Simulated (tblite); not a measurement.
Compound: C₄H₄NO₃S (doublet state).
Bonds: O1–S2 (double), S2–O3 (double), S2–O4, S2–C5, C5–C6 (aromatic), C6–C7 (aromatic), C7–C8 (aromatic), C8–N9 (aromatic), C5–N9 (aromatic). Hydrogens: H10 on O4; H11 on C6; H12 on C7; H13 on C8.

Computed with GFN2-xTB (tblite), gas phase: L-BFGS steps from a force-field or distance-geometry start until the largest atomic force falls under 0.01 eV/Å.

Step 57: E = -785.7533 eV
```
atom  x, y, z in Å  |  force x, y, z in eV/Å
O1      2.1839    0.0294   -1.8736   -0.018  -0.005   0.007
S2      1.7830   -0.2386   -0.5368   -0.005   0.016   0.017
O3      2.1945   -1.4552    0.0949    0.017  -0.004   0.002
O4      2.2595    0.9650    0.4256   -0.010   0.006  -0.050
C5      0.0278   -0.0916   -0.3794    0.016  -0.009   0.022
C6     -0.7604   -0.7845    0.5852    0.012  -0.007  -0.002
C7     -1.9729   -0.1445    0.5743    0.002  -0.027   0.011
C8     -1.9022    0.8041   -0.5020   -0.003   0.005  -0.002
N9     -0.6903    0.8069   -1.0383    0.024   0.004  -0.001
H10     2.8048    0.6166    1.1321    0.008  -0.021   0.023
H11    -0.3987   -1.5547    1.2361   -0.001   0.021  -0.015
H12    -2.8416   -0.3654    1.1625   -0.014   0.004  -0.006
H13    -2.6918    1.4129   -0.8983   -0.027   0.017  -0.006
```

Step 58: E = -785.7535 eV
```
atom  x, y, z in Å  |  force x, y, z in eV/Å
O1      2.1828    0.0242   -1.8755   -0.011  -0.001   0.012
S2      1.7838   -0.2381   -0.5371   -0.010   0.007   0.016
O3      2.1935   -1.4527    0.0995    0.019  -0.009  -0.003
O4      2.2635    0.9669    0.4211    0.003   0.004  -0.038
C5      0.0286   -0.0905   -0.3810    0.004  -0.006   0.024
C6     -0.7593   -0.7855    0.5821    0.003  -0.004   0.007
C7     -1.9721   -0.1456    0.5737    0.010  -0.017   0.011
C8     -1.9019    0.8049   -0.5015   -0.001   0.000   0.004
N9     -0.6899    0.8092   -1.0381    0.013  -0.001   0.005
H10     2.7953    0.6157    1.1372   -0.006  -0.010   0.006
H11    -0.3976   -1.5565    1.2321    0.002   0.019  -0.015
H12    -2.8385   -0.3652    1.1664   -0.007   0.004  -0.024
H13    -2.6924    1.4136   -0.8966   -0.019   0.015  -0.004
```

Step 59: E = -785.7537 eV
```
atom  x, y, z in Å  |  force x, y, z in eV/Å
O1      2.1786    0.0229   -1.8756   -0.003   0.003   0.008
S2      1.7839   -0.2368   -0.5354   -0.012  -0.003   0.004
O3      2.1926   -1.4518    0.1008    0.018  -0.017  -0.001
O4      2.2700    0.9665    0.4203   -0.005   0.024  -0.046
C5      0.0294   -0.0867   -0.3781   -0.005  -0.001   0.021
C6     -0.7594   -0.7845    0.5817   -0.002  -0.002   0.011
C7     -1.9735   -0.1477    0.5721    0.006   0.005   0.004
C8     -1.9030    0.8046   -0.5024   -0.007   0.000   0.007
N9     -0.6894    0.8125   -1.0358   -0.001  -0.003   0.006
H10     2.7989    0.6124    1.1365    0.005  -0.014   0.021
H11    -0.3976   -1.5545    1.2319    0.010   0.003  -0.005
H12    -2.8395   -0.3676    1.1656   -0.004   0.001  -0.034
H13    -2.6952    1.4111   -0.8993    0.000   0.005   0.004
```

**Question.** Estimate the geometry and energy of step 60. (The exact step hangs on the optimiser's Hessian estimate; all steps are aligned on step 59, rigid shifts and turns removed.)

**Answer.** E = -785.7538 eV, largest force 0.035 eV/Å
```
atom  x, y, z in Å  |  force x, y, z in eV/Å
O1      2.1768    0.0219   -1.8755   -0.001   0.004   0.002
S2      1.7838   -0.2364   -0.5346   -0.006  -0.012  -0.001
O3      2.1926   -1.4516    0.1015    0.012  -0.010  -0.001
O4      2.2732    0.9667    0.4189    0.011   0.015  -0.019
C5      0.0298   -0.0850   -0.3767   -0.008   0.005   0.014
C6     -0.7594   -0.7841    0.5815   -0.005   0.001   0.013
C7     -1.9740   -0.1483    0.5715    0.002   0.014  -0.001
C8     -1.9036    0.8047   -0.5025   -0.002   0.000   0.005
N9     -0.6892    0.8142   -1.0344   -0.009  -0.005   0.008
H10     2.7997    0.6109    1.1369   -0.010  -0.002   0.001
H11    -0.3974   -1.5538    1.2312    0.013  -0.008   0.005
H12    -2.8399   -0.3686    1.1649   -0.007  -0.002  -0.034
H13    -2.6968    1.4099   -0.9005    0.010   0.000   0.008
```

The energy changes by -0.0001 eV. The first-order estimate −F·Δx gives -0.0001 eV and the mean of the old and new forces, exact on a quadratic surface, -0.0001 eV. The step makes an angle of 75° with the force vector and moves no atom by more than 0.004 Å.

What follows is the cost of the whole relaxation. The run took 1.6 s on Arm Neoverse V1, one thread, no GPU, shared host with 32 logical CPUs at a one-minute load of 12.
